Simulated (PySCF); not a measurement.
Ligands exchanged one at a time, Ga Br-SH. Isolated molecules, 0 K electronic values unless said otherwise. One relaxed conformer stands for each flexible species; it need not be the lowest. Strings in code marks are SMILES.

Method: B3LYP-D3(BJ)/def2-TZVP (PySCF). B3LYP has the VWN-RPA correlation part, as in Gaussian. Excitations are Tamm–Dancoff values on a coarser integration grid. The basis has no diffuse functions, so Rydberg states are missing or too high.

```csv
species,S1 oscillator strength,S1 excitation (TDA) (eV),T1 excitation (TDA) (eV)
0 of 3 Br replaced by SH,0.000,4.75,4.42
1 of 3 Br replaced by SH,0.003,4.68,4.36
2 of 3 Br replaced by SH,0.000,4.80,4.48
3 of 3 Br replaced by SH (`[Ga]([SH])([SH])[SH]`),0.000,4.96,4.68
```
